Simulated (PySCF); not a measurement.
Computed IR spectrum (relative IR intensity) of a molecule C4H4ClF. Coordinates come from a PBE-D3(BJ)/def2-SVP optimisation. Other conformers were not sampled. Computed with PBE-D3(BJ)/def2-SVP run with PySCF. Frequencies are harmonic and unscaled.

Lines under 2 % of the strongest are left out, and lines within 2 cm⁻¹ are merged.

ν (cm⁻¹): 356 (vw), 499 (vw), 531 (vw), 645 (m), 793 (w), 898 (s), 1044 (s), 1084 (s), 1206 (s), 1328 (vw), 1383 (vw), 1399 (w), 1451 (m), 2035 (vs), 2965 (w), 3024 (w), 3037 (vw), 3092 (w) (against the strongest line: vs over 80 %, s over 45 %, m over 15 %, w over 4 %, vw less)

Which molecule gave these data?
A. C=C(F)/C=C\Cl
B. F[C@@H]1CC=C1Cl
C. CC=C=C(F)Cl
D. C=C(F)C(=C)Cl

C, CC=C=C(F)Cl
